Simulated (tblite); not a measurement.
Isomers of [C7H12F]+ (charge +1). Computed values, GFN2-xTB/tblite, gas phase, harmonic and unscaled. Errors from tens to a few hundred cm⁻¹ against measured bands are possible. One conformer each.

Electronic energies: GFN2-xTB at the same geometries; isomer energies are rough at this level and their order can be wrong.

```
                SMILES  electronic energy, lowest = 0 (kJ/mol)
     C[C+]1CCCC[C@H]1F                                     0.0
       C[C+](CF)CC1CC1                                   122.1
C/C=C/[C+](C)[C@H](C)F                                    63.6
```

Problem. How do GFN2-xTB zero-point energies change the relative energies?

Solution. 
| SMILES | ZPE (kJ/mol) | of it from modes above 1550 cm⁻¹ | electronic (kJ/mol) | with ZPE, lowest = 0 (kJ/mol) | lowest mode (cm⁻¹) | rings |
| --- | --- | --- | --- | --- | --- | --- |
| C[C+]1CCCC[C@H]1F | 450.8 | 214.3 | 0.0 | 0.0 | 79 | 1 |
| C/C=C/[C+](C)[C@H](C)F | 439.5 | 225.6 | 63.6 | 52.3 | 51 | 0 |
| C[C+](CF)CC1CC1 | 439.9 | 214.3 | 122.1 | 111.2 | 68 | 1 |

The zero-point energies span 11.3 kJ/mol, from `C/C=C/[C+](C)[C@H](C)F` to `C[C+]1CCCC[C@H]1F`. The order is unchanged.

Problem. What do entropy and thermal enthalpy add at 298.15 K and 1 bar (rigid rotor, harmonic oscillator, one conformer each)?

Solution. 
| SMILES | point group | symmetry number | S (J/(mol K)) | H − H(0) (kJ/mol) | ZPE + H − H(0) − TS (kJ/mol) |
| --- | --- | --- | --- | --- | --- |
| C[C+]1CCCC[C@H]1F | C1 | 1 | 371.5 | 24.47 | 364.5 |
| C/C=C/[C+](C)[C@H](C)F | C1 | 1 | 413.8 | 29.84 | 346.0 |
| C[C+](CF)CC1CC1 | C1 | 1 | 393.7 | 26.94 | 349.5 |
